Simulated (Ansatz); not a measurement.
AlClFH₃Si (`[F][AlH][SiH2]Cl`). Total charge 0; spin multiplicity 1.

Z-matrix (Å, degrees):
```
Si
Al 1 2.455
Cl 1 2.073 2 107.8
H 1 1.488 2 113.3 3 -118.6
H 1 1.488 2 113.3 3 118.6
F 2 1.652 1 116.0 3 -179.6
H 2 1.578 1 126.4 3 0.3
```

(1) List the harmonic frequencies (cm⁻¹, unscaled) at PBE0-D4/def2-TZVP in Ansatz. (Estimate.)

(2) Is this a minimum?

(3) Give the ideal-gas thermochemistry at 298.15 K and 1 bar (rigid rotor, harmonic oscillator; point group Cs, symmetry number 1).

Answers

(1) The calculation gave: 23, 84, 170, 327, 400, 490, 534, 636, 687, 787, 840, 931, 1955, 2210, 2219.

(2) Yes, all 15 modes are real.

(3) Zero-point energy 73.5 kJ/mol; H(298) − E = 93.6 kJ/mol; entropy 355.2 J/(mol·K), of which translation 167.8, rotation 115.0, vibration 72.4; G(298) − E = -12.4 kJ/mol. Modes under 100 cm⁻¹ are hindered rotations or soft bends, so the harmonic entropy is rough.
